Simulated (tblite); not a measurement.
C7H6O2.
SMILES with atom numbers: `[O:1]=[CH:2][O:3][C@@:4]12[C@@H:5]3[C@H:6]4[C@@H:7]3[C@@H:8]1[C@@H:9]24` (hydrogens: H10 on C2; H11 on C5; H12 on C6; H13 on C7; H14 on C8; H15 on C9)

Geometry (GFN2-xTB, Å), atoms numbered from 1 in this order:
```
atom  x, y, z in Å
O1     2.4220   -0.3112   -1.4417
C2     2.5637   -0.5898   -0.2879
O3     1.6416   -0.5555    0.6617
C4     0.3552   -0.1591    0.3292
C5    -0.8697   -0.0555    1.2558
C6    -1.7656   -0.3652    0.0849
C7    -1.4066    1.0621    0.4000
C8    -0.1795    0.9620   -0.5263
C9    -0.5404   -0.4725   -0.8431
H10    3.5123   -0.9254    0.1649
H11   -0.9808   -0.2593    2.3036
H12   -2.7192   -0.8588    0.0586
H13   -2.0262    1.8979    0.6667
H14    0.3391    1.6883   -1.1216
H15   -0.3503   -1.0501   -1.7268
```

Calculated harmonic vibrations of the isolated species, GFN2-xTB (tblite), most abundant isotopes, no scaling. Against measured fundamentals such values can be off by several per cent, at times by over 20. One conformer, not necessarily the lowest.

Harmonic wavenumbers (cm⁻¹): 34.8, 134.8, 212.4, 318.5, 417.4, 561.3, 651.3, 767.1, 782.1, 825.3, 856.0, 862.1, 879.2, 908.2, 913.7, 926.0, 939.5, 952.0, 973.3, 1005.7, 1020.5, 1028.1, 1065.5, 1102.7, 1113.3, 1145.6, 1190.9, 1211.4, 1269.3, 1346.2, 1381.4, 1422.0, 1776.7, 2826.5, 3116.2, 3122.0, 3136.0, 3140.6, 3148.2.

A = 4727, B = 1382, C = 1260 MHz; mass 122.037 u (most abundant isotopes); point group Cs, symmetry number 1.

Problem. What is the zero-point energy?

Solution. Half the sum of the wavenumbers: 24242 cm⁻¹ = 290.00 kJ/mol.

Problem. What is S at 200 K and 1 bar for an ideal gas of classical rigid rotors and harmonic oscillators?

Solution. Translation 160.47, rotation 112.42, vibration 41.93: S = 314.8 J/(mol K).

Problem. And Cp and H(200 K) − H(0)?

Solution. Cp = 79.31 J/(mol K), of which vibrations give 46.06 (their classical limit is 39 R = 324.3); H(200 K) − H(0) = 10.98 kJ/mol without the zero-point energy, 4.33 from vibrations.

Problem. How do the functions run with temperature in this model?

Solution. 
```json
{"T (K)": "100", "S (J/(mol K))": "270.3", "Cp (J/(mol K))": "54.4", "H − H(0) (kJ/mol)": "4.42", "G − H(0) (kJ/mol)": "-22.61", "ln q(vib)": "1.15"}
{"T (K)": "300", "S (J/(mol K))": "354.2", "Cp (J/(mol K))": "119.0", "H − H(0) (kJ/mol)": "20.82", "G − H(0) (kJ/mol)": "-85.43", "ln q(vib)": "3.81"}
{"T (K)": "500", "S (J/(mol K))": "433.5", "Cp (J/(mol K))": "193.1", "H − H(0) (kJ/mol)": "52.51", "G − H(0) (kJ/mol)": "-164.24", "ln q(vib)": "7.02"}
{"T (K)": "800", "S (J/(mol K))": "539.5", "Cp (J/(mol K))": "255.6", "H − H(0) (kJ/mol)": "120.91", "G − H(0) (kJ/mol)": "-310.70", "ln q(vib)": "12.34"}
{"T (K)": "1000", "S (J/(mol K))": "599.3", "Cp (J/(mol K))": "279.7", "H − H(0) (kJ/mol)": "174.58", "G − H(0) (kJ/mol)": "-424.71", "ln q(vib)": "15.82"}
```

q(vib) and H(0) count from the zero-point level.

Problem. Which modes carry the vibrational entropy at 200 K?

Solution. 34.8 cm⁻¹: 19.85; 134.8 cm⁻¹: 8.89; 212.4 cm⁻¹: 5.55; 318.5 cm⁻¹: 3.03; 417.4 cm⁻¹: 1.73; 561.3 cm⁻¹: 0.75 J/(mol K); the other 33 give 2.13 together.

Hindered rotation and anharmonicity are outside this model. Other conformers, if any are populated, would add a mixing term that is left out.

Run on one thread, Arm Neoverse V1, no GPU, shared host. This covers the Hessian and the dipole derivatives.
